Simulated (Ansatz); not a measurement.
`C[CH2][In]([SH])[SH]` from Hartree–Fock to CCSD(T)

```xyz
12

C     0.8807    1.5968   -0.2098
C     0.8434    0.2093   -0.8310
In   -0.5749   -1.1160    0.1008
S    -1.9364   -0.4200    1.9444
S    -0.9696   -3.3786   -0.5536
H    -0.0862    2.1015   -0.2788
H     1.6140    2.2356   -0.7124
H     1.1545    1.5638    0.8478
H     1.8167   -0.2841   -0.7705
H     0.5809    0.2509   -1.8911
H    -1.4165    0.8192    1.9661
H    -1.9067   -3.5786    0.3879
```

Charge 0, multiplicity 1. Correlated methods include outer-core shells of In, which these sets cover unevenly. In takes the def2 core potential. All single points use the PBE0-D4/def2-TZVP geometry. It is one conformer, not always the lowest. Frozen core, restricted reference, the Gaussian-basis code of Ansatz.

| basis | HF (Eh) | MP2 corr. |
| --- | --- | --- |
| def2-SVP | -1063.83820 | -0.63896 |
| def2-TZVPP | -1064.20972 | -0.99882 |
| def2-QZVPP | -1064.23715 | -1.24154 |

(1) Estimate the CCSD correlation energy and the (T) correction in each basis where they were run (hartree).

Results:

(1) 
```json
{"basis": "def2-SVP", "CCSD corr.": "-0.70569", "(T)": "-0.02201"}
```
